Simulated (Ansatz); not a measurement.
Ansatz (an electronic-structure program) job for CH₆N₂Si₂, SMILES [Si@H]1(N)C=N[SiH2]1, PBE-D3(BJ)/def2-SVP. 

Ansatz 0.2 input:
```yaml
crystal:
  periodic: [false, false, false]
  atoms:
    - {symbol: N, position_ang: [2.20977004, 0.47968896, 0.74446609]}
    - {symbol: Si, position_ang: [0.90798487, -0.26329923, -0.10496011]}
    - {symbol: C, position_ang: [-0.59928988, -1.13496644, 0.75149147]}
    - {symbol: N, position_ang: [-1.68603612, -0.63231907, 0.27185934]}
    - {symbol: Si, position_ang: [-1.12351781, 0.75749385, -0.74864833]}
    - {symbol: H, position_ang: [2.08069505, 1.20100612, 1.44481380]}
    - {symbol: H, position_ang: [3.15394730, 0.11052718, 0.73465224]}
    - {symbol: H, position_ang: [1.55547062, -1.18776559, -1.08581578]}
    - {symbol: H, position_ang: [-0.65486513, -1.96624977, 1.48455265]}
    - {symbol: H, position_ang: [-1.51111830, 2.05294535, -0.11465383]}
    - {symbol: H, position_ang: [-1.67706653, 0.74902163, -2.13625753]}
basis:
  gaussian:
    orbitals: def2-SVP
hamiltonian:
  xc: pbe
  dispersion: d3bj
relax: {f_tol: 0.002, max_steps: 200}
```

Log of the run:

```
WARN ansatz: RAYON_NUM_THREADS=1 ignored (pool sized by the plan → 1); use --threads N
Functional definition: PBE
integrals: 0.05 GiB planned
1242 factors; their error is unknown
mean field: 0.30 GiB planned
mean field evaluation 1: about -19835.9604 eV, gradient 7.5e1 eV
mean field evaluation 2: about -19777.5875 eV, gradient 1.6e2 eV
mean field evaluation 4: about -19846.7803 eV, gradient 2.7e1 eV
mean field evaluation 8: about -19848.3627 eV, gradient 2.3e-1 eV
mean field evaluation 16: about -19848.2626 eV, gradient 2.2e-3 eV
mean field -19848.26259175 eV, -729.4101966113 hartree, gradient 3.6e-5 eV, S^2 0.000000; 0 other end points of the search recorded, 0 dependent functions left out
the calculation of the forces begins
reference -19848.26262992 eV, -729.4101980140 hartree; 27, 27 occupied and 81, 81 virtual orbitals, 1242 factors
relax step   1: F+E_penalty+E_count = -19848.53210701 eV  Δ(F+E_penalty+E_count) = +0.000e0 eV  max|allowed force component| = 6.594e-1 eV/Å  Δτ_max = 0.0000 Å  (29 SCF iters, accepted)
these checks for a lower state are left out or cut short: starts, cluster_reference, orbital_swaps, neighbouring_geometries, increment
integrals: 0.05 GiB planned
1242 factors; their error is unknown
mean field: 0.30 GiB planned
mean field -19848.27938897 eV, -729.4108138977 hartree, gradient 2.2e-5 eV, S^2 0.000000; 0 other end points of the search recorded, 0 dependent functions left out
the calculation of the forces begins
reference -19848.27942724 eV, -729.4108153041 hartree; 27, 27 occupied and 81, 81 virtual orbitals, 1242 factors
relax step   2: F+E_penalty+E_count = -19848.54783238 eV  Δ(F+E_penalty+E_count) = -1.573e-2 eV  max|allowed force component| = 1.396e-1 eV/Å  Δτ_max = 0.0268 Å  (30 SCF iters, accepted)
these checks for a lower state are left out or cut short: starts, cluster_reference, orbital_swaps, neighbouring_geometries, increment
integrals: 0.05 GiB planned
1242 factors; their error is unknown
mean field: 0.30 GiB planned
mean field evaluation 32: about -19848.2821 eV, gradient 1.8e-3 eV
mean field -19848.28208241 eV, -729.4109128797 hartree, gradient 2.2e-5 eV, S^2 0.000000; 0 other end points of the search recorded, 0 dependent functions left out
the calculation of the forces begins
reference -19848.28212070 eV, -729.4109142868 hartree; 27, 27 occupied and 81, 81 virtual orbitals, 1242 factors
relax step   3: F+E_penalty+E_count = -19848.55000913 eV  Δ(F+E_penalty+E_count) = -2.177e-3 eV  max|allowed force component| = 7.430e-2 eV/Å  Δτ_max = 0.0238 Å  (30 SCF iters, accepted)
these checks for a lower state are left out or cut short: starts, cluster_reference, orbital_swaps, neighbouring_geometries, increment
integrals: 0.05 GiB planned
1242 factors; their error is unknown
mean field: 0.30 GiB planned
mean field -19848.28286216 eV, -729.4109415350 hartree, gradient 2.3e-5 eV, S^2 0.000000; 0 other end points of the search recorded, 0 dependent functions left out
the calculation of the forces begins
reference -19848.28290043 eV, -729.4109429416 hartree; 27, 27 occupied and 81, 81 virtual orbitals, 1242 factors
relax step   4: F+E_penalty+E_count = -19848.55057062 eV  Δ(F+E_penalty+E_count) = -5.615e-4 eV  max|allowed force component| = 1.231e-1 eV/Å  Δτ_max = 0.0272 Å  (30 SCF iters, accepted)
these checks for a lower state are left out or cut short: starts, cluster_reference, orbital_swaps, neighbouring_geometries, increment
integrals: 0.05 GiB planned
1242 factors; their error is unknown
mean field: 0.30 GiB planned
mean field -19848.28358825 eV, -729.4109682184 hartree, gradient 2.2e-5 eV, S^2 0.000000; 0 other end points of the search recorded, 0 dependent functions left out
the calculation of the forces begins
reference -19848.28362651 eV, -729.4109696244 hartree; 27, 27 occupied and 81, 81 virtual orbitals, 1242 factors
relax step   5: F+E_penalty+E_count = -19848.55145137 eV  Δ(F+E_penalty+E_count) = -8.808e-4 eV  max|allowed force component| = 5.451e-2 eV/Å  Δτ_max = 0.0087 Å  (31 SCF iters, accepted)
these checks for a lower state are left out or cut short: starts, cluster_reference, orbital_swaps, neighbouring_geometries, increment
integrals: 0.05 GiB planned
1242 factors; their error is unknown
mean field: 0.30 GiB planned
mean field -19848.28381636 eV, -729.4109766013 hartree, gradient 2.2e-5 eV, S^2 0.000000; 0 other end points of the search recorded, 0 dependent functions left out
the calculation of the forces begins
reference -19848.28385460 eV, -729.4109780067 hartree; 27, 27 occupied and 81, 81 virtual orbitals, 1242 factors
relax step   6: F+E_penalty+E_count = -19848.55174559 eV  Δ(F+E_penalty+E_count) = -2.942e-4 eV  max|allowed force component| = 1.534e-2 eV/Å  Δτ_max = 0.0072 Å  (31 SCF iters, accepted)
these checks for a lower state are left out or cut short: starts, cluster_reference, orbital_swaps, neighbouring_geometries, increment
integrals: 0.05 GiB planned
1242 factors; their error is unknown
mean field: 0.30 GiB planned
mean field -19848.28410950 eV, -729.4109873738 hartree, gradient 2.2e-5 eV, S^2 0.000000; 0 other end points of the search recorded, 0 dependent functions left out
the calculation of the forces begins
reference -19848.28414774 eV, -729.4109887791 hartree; 27, 27 occupied and 81, 81 virtual orbitals, 1242 factors
relax step   7: F+E_penalty+E_count = -19848.55200840 eV  Δ(F+E_penalty+E_count) = -2.628e-4 eV  max|allowed force component| = 1.362e-2 eV/Å  Δτ_max = 0.0142 Å  (31 SCF iters, accepted)
these checks for a lower state are left out or cut short: starts, cluster_reference, orbital_swaps, neighbouring_geometries, increment
integrals: 0.05 GiB planned
1242 factors; their error is unknown
mean field: 0.30 GiB planned
mean field evaluation 64: about -19848.3848 eV, gradient 6.7e-4 eV
mean field -19848.28414480 eV, -729.4109886712 hartree, gradient 2.2e-5 eV, S^2 0.000000; 0 other end points of the search recorded, 0 dependent functions left out
the calculation of the forces begins
reference -19848.28418304 eV, -729.4109900764 hartree; 27, 27 occupied and 81, 81 virtual orbitals, 1242 factors
relax step   8: F+E_penalty+E_count = -19848.55205275 eV  Δ(F+E_penalty+E_count) = -4.435e-5 eV  max|allowed force component| = 6.102e-3 eV/Å  Δτ_max = 0.0068 Å  (31 SCF iters, accepted)
these checks for a lower state are left out or cut short: starts, cluster_reference, orbital_swaps, neighbouring_geometries, increment
integrals: 0.05 GiB planned
1242 factors; their error is unknown
mean field: 0.30 GiB planned
mean field -19848.28418534 eV, -729.4109901611 hartree, gradient 9.4e-6 eV, S^2 0.000000; 0 other end points of the search recorded, 0 dependent functions left out
the calculation of the forces begins
reference -19848.28422358 eV, -729.4109915664 hartree; 27, 27 occupied and 81, 81 virtual orbitals, 1242 factors
relax step   9: F+E_penalty+E_count = -19848.55206110 eV  Δ(F+E_penalty+E_count) = -8.347e-6 eV  max|allowed force component| = 4.069e-3 eV/Å  Δτ_max = 0.0031 Å  (24 SCF iters, accepted)
these checks for a lower state are left out or cut short: starts, cluster_reference, orbital_swaps, neighbouring_geometries, increment
integrals: 0.05 GiB planned
1242 factors; their error is unknown
mean field: 0.30 GiB planned
mean field -19848.28416346 eV, -729.4109893569 hartree, gradient 1.2e-5 eV, S^2 0.000000; 0 other end points of the search recorded, 0 dependent functions left out
the calculation of the forces begins
reference -19848.28420170 eV, -729.4109907624 hartree; 27, 27 occupied and 81, 81 virtual orbitals, 1242 factors
relax step  10: F+E_penalty+E_count = -19848.55206058 eV  Δ(F+E_penalty+E_count) = +5.179e-7 eV  max|allowed force component| = 6.089e-3 eV/Å  Δτ_max = 0.0023 Å  (23 SCF iters, rejected (line search))
these checks for a lower state are left out or cut short: starts, cluster_reference, orbital_swaps, neighbouring_geometries, increment
integrals: 0.05 GiB planned
1242 factors; their error is unknown
mean field: 0.30 GiB planned
mean field -19848.28417431 eV, -729.4109897558 hartree, gradient 1.8e-5 eV, S^2 0.000000; 0 other end points of the search recorded, 0 dependent functions left out
the calculation of the forces begins
reference -19848.28421256 eV, -729.4109911612 hartree; 27, 27 occupied and 81, 81 virtual orbitals, 1242 factors
relax step  11: F+E_penalty+E_count = -19848.55206446 eV  Δ(F+E_penalty+E_count) = -3.361e-6 eV  max|allowed force component| = 6.755e-4 eV/Å  Δτ_max = 0.0011 Å  (21 SCF iters, accepted)
integrals: 0.05 GiB planned
1242 factors; their error is unknown
mean field: 0.30 GiB planned
mean field evaluation 96: about -19848.3843 eV, gradient 5.0e-1 eV
mean field -19848.28417431 eV, -729.4109897558 hartree, gradient 1.8e-5 eV, S^2 0.000000; 1 other end points of the search recorded, 0 dependent functions left out
the calculation of the forces begins
reference -19848.28421256 eV, -729.4109911612 hartree; 27, 27 occupied and 81, 81 virtual orbitals, 1242 factors
Total energy: -19848.55210270 eV, -729.4208359426 hartree
Atom 0 at     2.253162     0.503805     0.727714 Å, force     0.000203    -0.000152    -0.000675 eV/Å
Atom 1 at     0.905006    -0.237583    -0.069226 Å, force    -0.000240    -0.000186     0.000160 eV/Å
Atom 2 at    -0.614515    -1.128209     0.764973 Å, force    -0.000320    -0.000005     0.000074 eV/Å
Atom 3 at    -1.701780    -0.683323     0.211861 Å, force     0.000087     0.000007     0.000075 eV/Å
Atom 4 at    -1.129751     0.749308    -0.765973 Å, force    -0.000390     0.000000     0.000032 eV/Å
Atom 5 at     2.145712     1.205098     1.461405 Å, force    -0.000110     0.000033    -0.000144 eV/Å
Atom 6 at     3.186071     0.089036     0.717766 Å, force    -0.000038     0.000315     0.000631 eV/Å
Atom 7 at     1.520541    -1.187249    -1.068596 Å, force    -0.000154     0.000114    -0.000095 eV/Å
Atom 8 at    -0.675028    -1.949038     1.522451 Å, force     0.000178     0.000133    -0.000330 eV/Å
Atom 9 at    -1.574234     2.016824    -0.082957 Å, force     0.000474    -0.000017     0.000345 eV/Å
Atom 10 at    -1.659209     0.787415    -2.177917 Å, force     0.000310    -0.000243    -0.000072 eV/Å
Dipole moment:     0.639100     0.154477     0.217059 e Å
```

The calculation finished and met its thresholds.
